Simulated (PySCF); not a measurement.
Computed spin Hamiltonian

Species: C4H10NSSi (doublet state).
SMILES with atom numbers: `[CH3:1]/[CH:2]=[C:3](\[CH3:4])[S:5][SiH:6][NH2:7]` (hydrogens: H8, H9, H10 on C1; H11 on C2; H12, H13, H14 on C4; H15 on Si6; H16, H17 on N7)

Geometry (GFN2-xTB, Å), atoms numbered from 1 in this order:
```xyz
17
C4H10NSSi angstrom
C     -2.5436    1.1512    0.7701
C     -1.1729    0.6859    1.1366
C     -0.5163   -0.3576    0.6467
C     -0.9744   -1.3339   -0.3840
S      1.1015   -0.7041    1.3121
Si     2.2666   -0.2966   -0.4711
N      3.8520   -0.0295    0.1453
H     -3.2078    1.0519    1.6291
H     -2.5110    2.2062    0.4993
H     -2.9639    0.5926   -0.0607
H     -0.6848    1.2777    1.9002
H     -0.8936   -2.3453    0.0130
H     -0.3296   -1.2707   -1.2641
H     -2.0040   -1.1544   -0.6808
H      1.8135    0.9651   -1.0559
H      4.6267    0.0712   -0.4875
H      4.1346   -0.4976    0.9913
```

The hyperfine couplings belong to this conformer and change with its torsions.

Level of theory: UKS B3LYP, pcH-1 on C H N S Si, non-relativistic, mean-field spin-orbit, GIAO (PySCF). The structure is a single GFN2-xTB conformer in the gas phase; no vibrational or solvent corrections. Couplings are sensitive to structure, and on GFN2-xTB geometries they can be far from those on DFT ones, by a factor of two or more for some ions and for spin on atoms past the first row. The SCF solution wasn't tested for stability.

```json
{
 "g1, g2, g3": "2.00231, 2.00303, 2.00781",
 "g_iso": "2.00438",
 "Form of g": "close to axial: the two nearest values differ by 13 % of g3 − g1",
 "⟨S²⟩": "0.7522 (exact 0.7500)",
 "α and β electrons": "36, 35"
}
```

Hyperfine couplings atom by atom, in MHz; T1 to T3 are the principal values of the dipolar part; ρ(0) is the spin density at the nucleus:

```json
{"atom": "C1", "isotope": "13C", "a_iso": "0.0", "of which spin–orbit": "0.0", "T1": "-0.2", "T2": "-0.1", "T3": "0.3", "Mulliken spin population": "0.00", "ρ(0) (bohr⁻³)": "0.0000"}
{"atom": "C2", "isotope": "13C", "a_iso": "5.1", "of which spin–orbit": "0.0", "T1": "-1.1", "T2": "-0.4", "T3": "1.5", "Mulliken spin population": "0.01", "ρ(0) (bohr⁻³)": "0.0046"}
{"atom": "C3", "isotope": "13C", "a_iso": "-2.7", "of which spin–orbit": "0.0", "T1": "-0.6", "T2": "0.0", "T3": "0.7", "Mulliken spin population": "-0.01", "ρ(0) (bohr⁻³)": "-0.0025"}
{"atom": "C4", "isotope": "13C", "a_iso": "0.3", "of which spin–orbit": "0.0", "T1": "-1.5", "T2": "-0.6", "T3": "2.1", "Mulliken spin population": "0.01", "ρ(0) (bohr⁻³)": "0.0002"}
{"atom": "S5", "isotope": "33S", "a_iso": "9.1", "of which spin–orbit": "0.0", "T1": "-14.1", "T2": "-12.8", "T3": "26.9", "Mulliken spin population": "0.10", "ρ(0) (bohr⁻³)": "0.0264"}
{"atom": "Si6", "isotope": "29Si", "a_iso": "-568.9", "of which spin–orbit": "0.6", "T1": "-127.7", "T2": "61.5", "T3": "66.1", "Mulliken spin population": "0.67", "ρ(0) (bohr⁻³)": "0.6408"}
{"atom": "N7", "isotope": "14N", "a_iso": "5.6", "of which spin–orbit": "0.0", "T1": "-8.4", "T2": "-8.2", "T3": "16.6", "Mulliken spin population": "0.13", "ρ(0) (bohr⁻³)": "0.0173"}
{"atom": "H8", "isotope": "1H", "a_iso": "0.7", "of which spin–orbit": "0.0", "T1": "-0.4", "T2": "-0.4", "T3": "0.8", "Mulliken spin population": "0.00", "ρ(0) (bohr⁻³)": "0.0002"}
{"atom": "H9", "isotope": "1H", "a_iso": "0.7", "of which spin–orbit": "0.0", "T1": "-0.4", "T2": "-0.4", "T3": "0.8", "Mulliken spin population": "0.00", "ρ(0) (bohr⁻³)": "0.0002"}
{"atom": "H10", "isotope": "1H", "a_iso": "0.2", "of which spin–orbit": "0.0", "T1": "-0.5", "T2": "-0.4", "T3": "0.9", "Mulliken spin population": "0.00", "ρ(0) (bohr⁻³)": "0.0000"}
{"atom": "H11", "isotope": "1H", "a_iso": "-0.5", "of which spin–orbit": "0.0", "T1": "-1.1", "T2": "-0.5", "T3": "1.6", "Mulliken spin population": "0.00", "ρ(0) (bohr⁻³)": "-0.0001"}
{"atom": "H12", "isotope": "1H", "a_iso": "-0.2", "of which spin–orbit": "0.0", "T1": "-1.3", "T2": "-1.1", "T3": "2.4", "Mulliken spin population": "0.00", "ρ(0) (bohr⁻³)": "0.0000"}
{"atom": "H13", "isotope": "1H", "a_iso": "1.0", "of which spin–orbit": "0.0", "T1": "-4.4", "T2": "-2.8", "T3": "7.2", "Mulliken spin population": "0.00", "ρ(0) (bohr⁻³)": "0.0002"}
{"atom": "H14", "isotope": "1H", "a_iso": "-0.9", "of which spin–orbit": "0.0", "T1": "-1.3", "T2": "-0.8", "T3": "2.1", "Mulliken spin population": "0.00", "ρ(0) (bohr⁻³)": "-0.0002"}
{"atom": "H15", "isotope": "1H", "a_iso": "206.8", "of which spin–orbit": "0.0", "T1": "-6.2", "T2": "-0.3", "T3": "6.5", "Mulliken spin population": "0.10", "ρ(0) (bohr⁻³)": "0.0463"}
{"atom": "H16", "isotope": "1H", "a_iso": "-6.9", "of which spin–orbit": "0.0", "T1": "-9.9", "T2": "-4.0", "T3": "14.0", "Mulliken spin population": "-0.01", "ρ(0) (bohr⁻³)": "-0.0016"}
{"atom": "H17", "isotope": "1H", "a_iso": "-11.4", "of which spin–orbit": "0.0", "T1": "-10.4", "T2": "-2.5", "T3": "12.9", "Mulliken spin population": "0.00", "ρ(0) (bohr⁻³)": "-0.0026"}
```

The Mulliken spin populations are largest on Si6 (+0.67), N7 (+0.13), S5 (+0.10) and H15 (+0.10). Si6 is the only atom above +0.15. The angles at Si6 add up to 319.3°, so it is pyramidal.

Axes: g3 points within 7° of the C3–S5 bond.

Under fast tumbling the dipolar parts average out, and these isotropic splittings remain: 1 × 1H (H15, I = 1/2, 2 lines) with 7.37 mT, 1 × 1H (H17, I = 1/2, 2 lines) with 0.41 mT, 1 × 1H (H16, I = 1/2, 2 lines) with 0.25 mT and 1 × 14N (N7, I = 1, 3 lines) with 0.20 mT.

H16 and H17 aren't averaged: N7 is flat or nearly so (angle sum 350°), and its turn about the short N7–Si6 bond (1.72 Å) is taken as slow.

The 33S coupling of S5 (9.1 MHz) shows only in satellite lines or after enrichment, since that isotope makes up about 0.76 % of natural sulfur.

The 29Si coupling of Si6 (-568.9 MHz) shows only in satellite lines or after enrichment, since that isotope makes up about 4.7 % of natural silicon.
